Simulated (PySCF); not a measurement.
A run for PySCF: R-BP86/6-31G* on CH4GeO2 (SMILES C[O][Ge][OH]).

```python
from pyscf import gto, scf, dft, mp
from pyscf.data.elements import chemcore

mol = gto.M(
    atom='''
    C    -1.17371623   -0.16172350    0.23444987
    O    -0.43540173    1.03033607    0.47666678
    Ge    1.30928356    1.31261861    0.25771063
    O     1.75302001   -0.34429325   -0.33671054
    H    -0.54135941   -0.96504446   -0.14507876
    H    -1.64270107   -0.48341124    1.16733550
    H    -1.96031637    0.05205423   -0.49296003
    H     2.69119124   -0.44053645   -0.53282047
    ''',
    basis='6-31g*',
    cart=True,
    charge=0, spin=0, verbose=3, max_memory=1800)
mf = dft.RKS(mol, xc='b88,p86')
mf.conv_tol = 1e-8
mf.max_cycle = 100
mf.kernel()
if not mf.converged:
    mf = mf.newton().run(mf.mo_coeff, mf.mo_occ)
```

Output:

```
converged SCF energy = -2267.98366434568
```

The run converged.

Cost: around 23 core-seconds (rough).
